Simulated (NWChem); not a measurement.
# HSF$_{2}$ cation; SMILES F[SH+]F

```xyz
4

F     -0.4891    -0.0220    -1.2029
S      0.4827    -0.0317     0.0000
F     -0.4891    -0.0220     1.2029
H      0.7424     1.3230     0.0000
```
Atoms are numbered in this order, from 1.

Program: NWChem. Pople sets run with spherical d functions. Structure relaxed at the PBE0/def2-SVP level. Vzz is the largest principal value of the second derivative of the potential at the nucleus (NWChem prints the opposite sign); η is the asymmetry. Non-relativistic.

```
level          Vzz S2 (a.u.)  η S2  relative time
-------------  -------------  ----  -------------
PBE/6-31G*            -3.128  0.42              1
PBE/def2-TZVP         -3.321  0.40              4
B3LYP/cc-pVTZ         -3.197  0.41              7
B3LYP/6-31G*          -3.274  0.42              1
```

The last column is a rough cost ratio, cheapest run = 1.
